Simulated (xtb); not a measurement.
C₃H₇FSi, SMILES FC1C[SiH2]C1. All values are semi-empirical tight-binding results from xtb (GFN2-xTB unless named), good for trends rather than for accurate numbers. Coordinates come from a GFN2-xTB optimisation. This is a generated structure with no PubChem entry under its InChIKey; it may be hypothetical.

```yaml
point_group_as_xtb_finds_it: Cs
orbital_gap: 4.86 eV
dipole_moment: 2.71 D
zero_point_energy: 56.1 kcal/mol
G − E(el) at 298.15 K (modified RRHO): 37.7 kcal/mol
static polarisability (D4 model): 62.3 bohr³
solvation energy, GFN2-xTB/ALPB(water): -2.3 kcal/mol
solvation energy, GFN2-xTB/ALPB(ch2cl2): -4.2 kcal/mol
```
